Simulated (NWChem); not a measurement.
System: BH3S; SMILES BS

Here is an NWChem input.

```
start job
memory heap 200 mb stack 900 mb global 1100 mb
geometry units angstroms noautosym nocenter noautoz
  B      0.007809    -1.204002     0.000000
  H      1.069752    -1.772711     0.000000
  H     -1.044094    -1.789648     0.000000
  S      0.083559     0.563364     0.000000
  H     -1.240694     0.836780     0.000000
end
basis spherical
  * library 6-31g*
end
dft
  xc pbe0
  iterations 150
end
property
  efieldgrad
end
task dft property
```

NWChem printed, in part:

```
             Northwest Computational Chemistry Package (NWChem) 7.3.0
             --------------------------------------------------------

                             Geometry "geometry" -> ""
                             -------------------------

 Output coordinates in angstroms (scale by  1.889725989 to convert to a.u.)

  No.       Tag          Charge          X              Y              Z
 ---- ---------------- ---------- -------------- -------------- --------------
    1 B                    5.0000     0.00780900    -1.20400200     0.00000000
    2 H                    1.0000     1.06975200    -1.77271100     0.00000000
    3 H                    1.0000    -1.04409400    -1.78964800     0.00000000
    4 S                   16.0000     0.08355900     0.56336400     0.00000000
    5 H                    1.0000    -1.24069400     0.83678000     0.00000000

 Effective nuclear repulsion energy (a.u.)      42.8799764445

                              NWChem Property Module
                              ----------------------

  itol2e modified to match energy
  convergence criterion.

                                 NWChem DFT Module
                                 -----------------

 Summary of "ao basis" -> "ao basis" (spherical)
 ------------------------------------------------------------------------------
       Tag                 Description            Shells   Functions and Types
 ---------------- ------------------------------  ------  ---------------------
 B                           6-31g*                  6       14   3s2p1d
 H                           6-31g*                  2        2   2s
 S                           6-31g*                  8       18   4s3p1d

  itol2e modified to match energy
  convergence criterion.

            General Information
            -------------------
          SCF calculation type: DFT
          Wavefunction type:  closed shell.
          No. of atoms     :     5
          No. of electrons :    24
           Alpha electrons :    12
            Beta electrons :    12
          Charge           :     0
          Spin multiplicity:     1
          Use of symmetry is: off; symmetry adaption is: off
          Maximum number of iterations: 150
          AO basis - number of functions:    38
                     number of shells:    20
          Convergence on energy requested:  1.00D-07
          Convergence on density requested:  1.00D-05
          Convergence on gradient requested:  5.00D-04

              XC Information
              --------------
                         PBE0 Method XC Functional
                     Hartree-Fock (Exact) Exchange  0.250
          PerdewBurkeErnzerhof Exchange Functional  0.750
            Perdew 1991 LDA Correlation Functional  1.000 local
           PerdewBurkeErnz. Correlation Functional  1.000 non-local

             Grid Information
             ----------------
          Grid used for XC integration:  fine
          Radial quadrature: Mura-Knowles
          Angular quadrature: Lebedev.
          Tag              B.-S. Rad. Rad. Pts. Rad. Cut. Ang. Pts.
          ---              ---------- --------- --------- ---------
          B                   0.85       70           8.0       590
          H                   0.35       60          10.0       590
          S                   1.00      123           8.0       770
          Grid pruning is: on
          Number of quadrature shells:   373
          Spatial weights used:  Erf1

      Superposition of Atomic Density Guess
      -------------------------------------

 Sum of atomic energies:        -423.47646706

      Non-variational initial energy
      ------------------------------

 Total energy =    -424.117832
 1-e energy   =    -668.276882
 2-e energy   =     201.279073
 HOMO         =      -0.353048
 LUMO         =       0.006695

   convergence    iter        energy       DeltaE   RMS-Dens  Diis-err
 ---------------- ----- ----------------- --------- --------- ---------
 d= 0,ls=0.0,diis     1   -424.6206431800 -4.68D+02  1.50D-02  1.60D-01
 d= 0,ls=0.0,diis     2   -424.6362936289 -1.57D-02  8.42D-03  6.81D-02
 d= 0,ls=0.0,diis     3   -424.6460316814 -9.74D-03  3.15D-03  1.04D-02
 d= 0,ls=0.0,diis     4   -424.6478557881 -1.82D-03  6.49D-04  5.49D-04
 d= 0,ls=0.0,diis     5   -424.6479530290 -9.72D-05  6.59D-05  2.54D-06
 d= 0,ls=0.0,diis     6   -424.6479534476 -4.19D-07  1.71D-05  2.57D-07
 d= 0,ls=0.0,diis     7   -424.6479534910 -4.34D-08  4.10D-06  1.86D-08

[...]

          -----------------------
          Electric field gradient
          -----------------------

 1 a.u. = 0.324123 10**(16) esu/cm**3  ( or statvolts/cm**2 ) = 0.97174 10**(22) v/m**2

 ------------------------------------------------------------
   Atom      X         Y         Z
 ------------------------------------------------------------
    1 B    0.01476  -2.27523   0.00000
 ------------------------------------------------------------

 Electric field gradient in molecular frame (a.u.)
         XX             YY             ZZ             XY             XZ             YZ
 ------------------------------------------------------------------------------------------
        0.300567       0.130610      -0.431177      -0.004458       0.000000       0.000000

 Principal components (a.u.) and orientation
 of principal axis w.r.t. absolute frame                      Asymmetry parameter eta
 --------------------------------------------------------------------------------------
       -0.431177       0.300684       0.130493                       0.394712

       -0.000000       0.999657       0.026204
       -0.000000      -0.026204       0.999657
        1.000000       0.000000       0.000000

 ------------------------------------------------------------
   Atom      X         Y         Z
 ------------------------------------------------------------
    2 H    2.02154  -3.34994   0.00000
 ------------------------------------------------------------

 Electric field gradient in molecular frame (a.u.)
         XX             YY             ZZ             XY             XZ             YZ
 ------------------------------------------------------------------------------------------
       -0.132176       0.037934       0.094242       0.127220      -0.000000       0.000000

 Principal components (a.u.) and orientation
 of principal axis w.r.t. absolute frame                      Asymmetry parameter eta
 --------------------------------------------------------------------------------------
       -0.200154       0.105912       0.094242                       0.058308

        0.881985       0.471277      -0.000000
       -0.471277       0.881985       0.000000
        0.000000      -0.000000       1.000000

 ------------------------------------------------------------
   Atom      X         Y         Z
 ------------------------------------------------------------
    3 H   -1.97305  -3.38194   0.00000
 ------------------------------------------------------------

 Electric field gradient in molecular frame (a.u.)
         XX             YY             ZZ             XY             XZ             YZ
 ------------------------------------------------------------------------------------------
       -0.130602       0.036425       0.094177      -0.129770      -0.000000      -0.000000

 Principal components (a.u.) and orientation
 of principal axis w.r.t. absolute frame                      Asymmetry parameter eta
 --------------------------------------------------------------------------------------
       -0.201409       0.107232       0.094177                       0.064817

        0.877829      -0.478974      -0.000000
        0.478974       0.877829       0.000000
        0.000000      -0.000000       1.000000

 ------------------------------------------------------------
   Atom      X         Y         Z
 ------------------------------------------------------------
    4 S    0.15790   1.06460   0.00000
 ------------------------------------------------------------

 Electric field gradient in molecular frame (a.u.)
         XX             YY             ZZ             XY             XZ             YZ
 ------------------------------------------------------------------------------------------
       -0.976036      -0.010241       0.986277       0.934258      -0.000000       0.000000

 Principal components (a.u.) and orientation
 of principal axis w.r.t. absolute frame                      Asymmetry parameter eta
 --------------------------------------------------------------------------------------
       -1.544817       0.986277       0.558540                       0.276885

        0.854157      -0.000000       0.520015
       -0.520015      -0.000000       0.854157
        0.000000       1.000000       0.000000

 ------------------------------------------------------------
   Atom      X         Y         Z
 ------------------------------------------------------------
    5 H   -2.34457   1.58128   0.00000
 ------------------------------------------------------------

 Electric field gradient in molecular frame (a.u.)
         XX             YY             ZZ             XY             XZ             YZ
 ------------------------------------------------------------------------------------------
       -0.208541       0.090221       0.118320       0.066429      -0.000000       0.000000

 Principal components (a.u.) and orientation
 of principal axis w.r.t. absolute frame                      Asymmetry parameter eta
 --------------------------------------------------------------------------------------
       -0.222645       0.118320       0.104325                       0.062855

        0.978194      -0.000000       0.207693
       -0.207693       0.000000       0.978194
        0.000000       1.000000      -0.000000
```

Level: PBE0/6-31G* (spherical d). Geometry: optimised at PBE0/def2-SVP. NWChem prints the field gradient with the sign opposite to the second derivative of the potential.
